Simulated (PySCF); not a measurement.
Run record: geometry optimisation, `N[SiH2]OB(O)O`.

Computed with PBE0-D3(BJ)/def2-SVP geometry optimisation, gas phase (PySCF 2.14.0). Start geometry: GFN2-xTB. A driver script takes a list of jobs; this job's settings line and coordinates (Å) are shown.

Command:
```bash
OMP_NUM_THREADS=1 python probes_run.py task.json out
```

Input:
```
{"job": {"xc": "PBE0", "basis": "def2-SVP", "d3": "d3bj", "grid": 1, "shake": 0.01, "kind": "geom"}, "charge": 0, "multiplicity": 1}
N     -1.889010     0.381920     0.652720
Si    -1.132900    -0.995540     0.028860
O      0.461040    -0.755230     0.021250
B      1.404680     0.246280    -0.029680
O      0.966030     1.534060    -0.163570
O      2.707770    -0.004130     0.037570
H     -1.457900     1.293430     0.465810
H     -2.896320     0.497650     0.635800
H     -1.304580    -2.078830     1.004590
H     -1.453380    -1.365200    -1.344130
H      1.695520     2.150360    -0.167900
H      2.938720    -0.933020     0.143810
```

Output:
```
step   0  E = -597.82384991  max force = 0.050119
step   1  E = -597.83098508  max force = 0.016793
step   2  E = -597.83144430  max force = 0.007256
step   3  E = -597.83162306  max force = 0.005098
step   4  E = -597.83186440  max force = 0.002112
step   5  E = -597.83208995  max force = 0.001745
step   6  E = -597.83275961  max force = 0.007639
step   7  E = -597.83321151  max force = 0.007675
step   8  E = -597.83361687  max force = 0.002477
step   9  E = -597.83373693  max force = 0.002049
... (10 lines left out)
step  20  E = -597.83552696  max force = 0.001219
step  21  E = -597.83553957  max force = 0.000631
step  22  E = -597.83555192  max force = 0.000744
step  23  E = -597.83555536  max force = 0.000859
step  24  E = -597.83556924  max force = 0.000606
step  25  E = -597.83558599  max force = 0.000330
step  26  E = -597.83563561  max force = 0.000941
step  27  E = -597.83565876  max force = 0.000957
step  28  E = -597.83568091  max force = 0.000491
step  29  E = -597.83569134  max force = 0.000312
optimisation converged
```

Energies in Eh; «max force» is the largest Cartesian gradient component in Eh/bohr.

Problem. How much energy does the optimisation release, in eV?

Solution. E(step 0) − E(last step) = 0.011841 Eh, which is 0.322 eV.

Problem. Give the first gradient maximum in eV/Å.

Solution. With 1 Eh/bohr = 51.422 eV/Å, 2.577 eV/Å.

Main results: final energy -597.83569 Eh after 29 steps; dipole 1.46 D.

Hardware: Arm Neoverse V2, one thread, shared host with 32 logical CPUs at a one-minute load of 25. Cost: 2.4 min of wall time, 0.49 GiB resident at most.
Labels such as C1 count atoms from 1, the log's own numbers from 0.
